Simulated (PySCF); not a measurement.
## Correlation energy of V (vanadium, neutral)

[Ar] 3d3 4s2, high-spin 4F determinant. All numbers are calculated (PySCF 2.14, scalar relativity by spin-free X2C-1e, in aug-cc-pVDZ-DK (7s6p4d2f, 59 functions)). Frozen: [Ar]; 5 electrons correlated.

```
  level  correlation energy (mhartree)
   CCSD                         -66.64
    (T)                          -1.99
CCSD(T)                         -68.63
```

Diagnostics: T1 = 0.024, D1 = 0.0628, largest double amplitude 0.066.

Cost of the coupled-cluster step: about 1.3 core-seconds, for 5 correlated electrons.

Iterations:

```
CC2 = 0
CCSD nocc = (np.int64(4), np.int64(1)), nmo = (50, 50)
frozen orbitals [[0, 1, 2, 3, 4, 5, 6, 7, 8], [0, 1, 2, 3, 4, 5, 6, 7, 8]]
max_cycle = 100
direct = 0
conv_tol = 1e-08
conv_tol_normt = 1e-06
diis_space = 8
diis_start_cycle = 0
Init t2, MP2 energy = -0.0516504093364452
Init E_corr(UCCSD) = -0.0516504093391058
cycle = 1  E_corr(UCCSD) = -0.0606052033390595  dE = -0.008954794  norm(t1,t2) = 0.0668249
cycle = 2  E_corr(UCCSD) = -0.0637242528463754  dE = -0.00311904951  norm(t1,t2) = 0.0329164
cycle = 3  E_corr(UCCSD) = -0.0665449733116515  dE = -0.00282072047  norm(t1,t2) = 0.0173543
cycle = 4  E_corr(UCCSD) = -0.0665108775099856  dE = 3.40958017e-05  norm(t1,t2) = 0.00338574
cycle = 5  E_corr(UCCSD) = -0.0666679309318911  dE = -0.000157053422  norm(t1,t2) = 0.0019584
cycle = 6  E_corr(UCCSD) = -0.0666263388676108  dE = 4.15920643e-05  norm(t1,t2) = 0.000884648
cycle = 7  E_corr(UCCSD) = -0.0666368309742287  dE = -1.04921066e-05  norm(t1,t2) = 0.000367437
cycle = 8  E_corr(UCCSD) = -0.0666419824354318  dE = -5.1514612e-06  norm(t1,t2) = 0.000135572
cycle = 9  E_corr(UCCSD) = -0.0666393615173263  dE = 2.62091811e-06  norm(t1,t2) = 5.81872e-05
cycle = 10  E_corr(UCCSD) = -0.0666398474787733  dE = -4.85961447e-07  norm(t1,t2) = 2.90618e-05
cycle = 11  E_corr(UCCSD) = -0.0666397734678649  dE = 7.40109083e-08  norm(t1,t2) = 1.33355e-05
cycle = 12  E_corr(UCCSD) = -0.0666397594619452  dE = 1.40059198e-08  norm(t1,t2) = 6.1022e-06
cycle = 13  E_corr(UCCSD) = -0.0666397084775142  dE = 5.0984431e-08  norm(t1,t2) = 2.90908e-06
cycle = 14  E_corr(UCCSD) = -0.066639716161149  dE = -7.68363483e-09  norm(t1,t2) = 1.30773e-06
cycle = 15  E_corr(UCCSD) = -0.0666397454968872  dE = -2.93357382e-08  norm(t1,t2) = 7.47861e-07
cycle = 16  E_corr(UCCSD) = -0.0666397467246004  dE = -1.22771317e-09  norm(t1,t2) = 4.14843e-07
UCCSD converged
E(UCCSD) = -948.2068253842373  E_corr = -0.06663974672460035
UCCSD(T) correction = -0.00198505661092452
```
